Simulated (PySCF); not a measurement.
Geometries of 2 isomers of C4H5BCl2, from PBE0-D3(BJ)/def2-SVP geometry optimisation, gas phase in PySCF 2.14.0. One conformer each, no zero-point energy, no frequencies.

Problem. Which is lower in electronic energy at this level?
A.
```xyz
12
angstrom
C     -1.656   -0.735    1.228
C     -1.034   -0.709   -0.137
C      0.210   -0.413   -0.399
C      1.456   -0.064   -0.665
B      1.841    1.403   -0.924
Cl     0.647    2.689   -0.911
Cl     3.515    1.822   -1.248
H     -2.486   -0.013    1.285
H     -2.074   -1.731    1.446
H     -0.926   -0.486    2.009
H     -1.675   -0.951   -0.995
H      2.231   -0.840   -0.696
```
B.
```xyz
12
angstrom
C     -1.497    0.149   -0.489
C     -0.175    0.251   -0.282
C      0.564   -0.769    0.434
C      1.892   -0.820    0.717
B      3.032    0.156    0.382
Cl     4.658   -0.261    0.909
Cl     2.860    1.673   -0.497
H     -2.052    0.919   -1.030
H     -2.066   -0.712   -0.122
H      0.371    1.119   -0.658
H     -0.055   -1.606    0.785
H      2.215   -1.707    1.274
```

Solution. B. That is `C=C/C=C\B(Cl)Cl`, 7.8 kcal/mol below the other.

| SMILES | atoms numbered as above | E (Eh) | relative (kcal/mol) | relative (kJ/mol) | dipole (D) |
| --- | --- | --- | --- | --- | --- |
| C=C/C=C\B(Cl)Cl | [CH2:1]=[CH:2]/[CH:3]=[CH:4]\[B:5]([Cl:6])[Cl:7] | -1099.80689 | 0.0 | 0.0 | 2.56 |
| CC=C=CB(Cl)Cl | [CH3:1][CH:2]=[C:3]=[CH:4][B:5]([Cl:6])[Cl:7] | -1099.79451 | 7.8 | 32.5 | 2.60 |

As drawn, the higher has cumulated double bonds, which the lower lacks.
